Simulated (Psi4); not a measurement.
Br3In, quintet, at a GFN2-xTB geometry of the parent state (such geometries of metal compounds can be far from the true shape) (a higher spin typed on purpose: for a closed-shell molecule this is an excited state) (all electrons, no relativity); HF/STO-3G (Psi4).

Psi4 was given this input:
```
memory 2 GB

molecule {
0 5
  In   -0.00000000   -0.00000000   -0.00000000
  Br   -1.98881671   -1.48844692   -0.19430253
  Br    0.00646487    2.22371074   -1.12413895
  Br    1.98235183   -0.73526381    1.31844148
}

set basis sto-3g
set reference rohf
set scf_type pk

energy('scf')
print_variables()
```

The log (banner, timings and long lists left out):

```
   => Loading Basis Set <=

    Name: STO-3G
    Role: ORBITAL
    Keyword: BASIS

         ---------------------------------------------------------
                                   SCF
               by Justin Turney, Rob Parrish, Andy Simmonett
                          and Daniel G. A. Smith
                             ROHF Reference
         ---------------------------------------------------------

  ==> Geometry <==

    Molecular point group: c2v
    Full point group: C1v

    Geometry (in Angstrom), charge = 0, multiplicity = 5:

       Center              X                  Y                   Z               Mass
    ------------   -----------------  -----------------  -----------------  -----------------
         IN          -0.000000000000     0.000000000000    -0.000000000998   114.903878776000
         BR           0.000000000000     0.000000000000    -2.491710176479    78.918337600000
         BR          -0.000000000000     2.157884313031     1.245855088966    78.918337600000
         BR           0.000000000000    -2.157884313031     1.245855088966    78.918337600000

  Running in c2v symmetry.

  Rotational constants: A =      0.02294  B =      0.02294  C =      0.01147 [cm^-1]
  Rotational constants: A =    687.62706  B =    687.62706  C =    343.81353 [MHz]
  Nuclear repulsion = 1543.279393855242915

  Charge       = 0
  Multiplicity = 5
  Electrons    = 154
  Nalpha       = 79
  Nbeta        = 75

  ==> Algorithm <==

  SCF Algorithm Type is PK.
  DIIS enabled.
  MOM disabled.
  Fractional occupation disabled.
  Guess Type is SAD.
  Energy threshold   = 1.00e-06
  Density threshold  = 1.00e-06
  Integral threshold = 1.00e-12

  ==> Primary Basis <==

  Basis Set: STO-3G
    Blend: STO-3G
    Number of shells: 35
    Number of basis functions: 81
    Number of Cartesian functions: 86
    Spherical Harmonics?: true
    Max angular momentum: 2

  ==> Integral Setup <==

  Using in-core PK algorithm.
   Calculation information:
      Number of atoms:                   4
      Number of AO shells:              35
      Number of primitives:            105
      Number of atomic orbitals:        86
      Number of basis functions:        81

      Integral cutoff                 1.00e-12
      Number of threads:                 1

  Performing in-core PK
  Using 11032362 doubles for integral storage.
  We computed 78254 shell quartets total.
  Whereas there are 198765 unique shell quartets.

  ==> DiskJK: Disk-Based J/K Matrices <==

    J tasked:                  Yes
    K tasked:                  Yes
    wK tasked:                  No
    Schwarz Cutoff:          1E-12

  Minimum eigenvalue in the overlap matrix is 3.4309763996E-01.
  Reciprocal condition number of the overlap matrix is 1.9720810753E-01.
    Using symmetric orthogonalization.

  ==> Pre-Iterations <==

  SCF Guess: Superposition of Atomic Densities via on-the-fly atomic UHF (no occupation information).

   -------------------------
    Irrep   Nso     Nmo
   -------------------------
     A1        35      35
     A2         8       8
     B1        15      15
     B2        23      23
   -------------------------
    Total      81      81
   -------------------------

  ==> Iterations <==

                        Total Energy        Delta E     RMS |[F,P]|

   @ROHF iter SAD: -13310.51252769249368   -1.33105e+04   0.00000e+00
    Occupation by irrep:
             A1    A2    B1    B2
    DOCC [    32,    8,   14,   21 ]
    SOCC [     2,    0,    1,    1 ]
    NA   [    34,    8,   15,   22 ]
    NB   [    32,    8,   14,   21 ]

   @ROHF iter   1: -13316.45454716741369   -5.94202e+00   8.03442e-03 DIIS
    Occupation by irrep:
             A1    A2    B1    B2
    DOCC [    33,    7,   14,   21 ]
    SOCC [     1,    1,    1,    1 ]
    NA   [    34,    8,   15,   22 ]
    NB   [    33,    7,   14,   21 ]

   @ROHF iter   2: -13316.44514102943504    9.40614e-03   5.51167e-03 DIIS
   @ROHF iter   3: -13316.49194703214016   -4.68060e-02   4.49106e-03 DIIS
   @ROHF iter   4: -13316.68485750147738   -1.92910e-01   2.04753e-03 DIIS
   @ROHF iter   5: -13316.69942985918351   -1.45724e-02   1.15331e-03 DIIS
   @ROHF iter   6: -13316.69787449071737    1.55537e-03   8.54271e-04 DIIS
   @ROHF iter   7: -13316.70523456222145   -7.36007e-03   3.67037e-04 DIIS
   @ROHF iter   8: -13316.70591783338205   -6.83271e-04   2.04267e-04 DIIS
   @ROHF iter   9: -13316.70611816355085   -2.00330e-04   1.09186e-04 DIIS
   @ROHF iter  10: -13316.70617556253455   -5.73990e-05   5.37966e-05 DIIS
   @ROHF iter  11: -13316.70619356207135   -1.79995e-05   9.57701e-06 DIIS
   @ROHF iter  12: -13316.70619421085394   -6.48783e-07   1.54600e-06 DIIS
   @ROHF iter  13: -13316.70619422627897   -1.54250e-08   3.25472e-07 DIIS
  Energy and wave function converged.

  ==> Post-Iterations <==

    Orbital Energies [Eh]
    ---------------------

    Doubly Occupied:

[...]
    Singly Occupied:

[...]
      15B1     0.138427

    Virtual:

[...]
    Final Occupation by Irrep:
             A1    A2    B1    B2
    DOCC [    33,    7,   14,   21 ]
    SOCC [     1,    1,    1,    1 ]
    NA   [    34,    8,   15,   22 ]
    NB   [    33,    7,   14,   21 ]

  @ROHF Final Energy: -13316.70619422627897

   => Energetics <=

    Nuclear Repulsion Energy =           1543.2793938552429154
    One-Electron Energy =              -21644.8493496263436100
    Two-Electron Energy =                6784.8637615448224096
    Total Energy =                     -13316.7061942262789671

Computation Completed

Properties will be evaluated at   0.000000,   0.000000,   0.000000 [a0]

Properties computed using the SCF density matrix

 Multipole Moments:

 ------------------------------------------------------------------------------------
     Multipole            Electronic (a.u.)      Nuclear  (a.u.)        Total (a.u.)
 ------------------------------------------------------------------------------------

 L = 1.  Multiply by 2.5417464519 to convert [e a0] to [Debye]
 Dipole X            :          0.0000000            0.0000000            0.0000000
 Dipole Y            :          0.0000000            0.0000000            0.0000000
 Dipole Z            :         -1.4407490            0.0000000           -1.4407490
 Magnitude           :                                                    1.4407490

 ------------------------------------------------------------------------------------

  Variable Map:
  ----------------------------------------------------------------------------
[...]
  Array Variable Map:
  ----------------------------------------------------------------------------
[...]
[...]
```
